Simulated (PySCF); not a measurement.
## How methods differ on the excitation energy of Mg⁺

Mg⁺ [Ne] 3s1 (2S) → Mg⁺ [Ne] 3p1 (2P), as a difference of total energies. Calculation: PySCF 2.14, in x2c-TZVPPall with one added diffuse shell each of s, p, d type (6s5p4d, 41 functions); scalar relativity by spin-free X2C-1e. Correlated levels: valence and next inner shell: 1s2 frozen. The calculations carry no spin-orbit coupling.

```json
{"method": "UHF", "excitation energy (cm⁻¹)": "34885"}
{"method": "MP2 (valence and next inner shell)", "excitation energy (cm⁻¹)": "35636"}
{"method": "SCS-MP2 (valence and next inner shell)", "excitation energy (cm⁻¹)": "35456"}
{"method": "CCSD (valence and next inner shell)", "excitation energy (cm⁻¹)": "35614"}
{"method": "CCSD(T) (valence and next inner shell)", "excitation energy (cm⁻¹)": "35629"}
```

Errors of the correlated levels include the incompleteness of this basis and the frozen core.

For comparison: 35730 cm⁻¹ (measured; NIST levels, between the centres of gravity of the two terms).
